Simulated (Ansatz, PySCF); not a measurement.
PySCF was given this input:
```python
from pyscf import gto, scf, dft

mol = gto.Mole()
mol.atom = '''
    O    -1.03300099   -0.39412693   -0.00168439
    C    -0.02709385    0.41048045   -0.01284311
    O     1.15649400    0.25596664    0.00752085
    H    -0.82538098   -1.35760035    0.03036691
'''
mol.basis = 'cc-pvdz'
mol.spin = 1
mol.verbose = 4
mol.build()

mf = dft.UKS(mol)
mf.xc = 'b3lyp'
mf.grids.atom_grid = (99, 590)
mf.grids.prune = None
mf.kernel()
```

Question: Convert this to an input for Ansatz (a first-principles code).

Answer: This is not unique; one that fits is 
Ansatz 0.2 input:
```yaml
crystal:
  periodic: [false, false, false]
  atoms:
    - {symbol: O, position_ang: [-1.03300099, -0.39412693, -0.00168439]}
    - {symbol: C, position_ang: [-0.02709385, 0.41048045, -0.01284311]}
    - {symbol: O, position_ang: [1.15649400, 0.25596664, 0.00752085]}
    - {symbol: H, position_ang: [-0.82538098, -1.35760035, 0.03036691]}
basis:
  gaussian:
    orbitals: cc-pVDZ
hamiltonian:
  xc: b3lyp
magnetization: {spin_polarized: true, initial_magnetization: 1}
accuracy: high
```

Both were run: PySCF gave -189.105875 Eh and Ansatz -189.105875 Eh, 0.000 mEh apart.
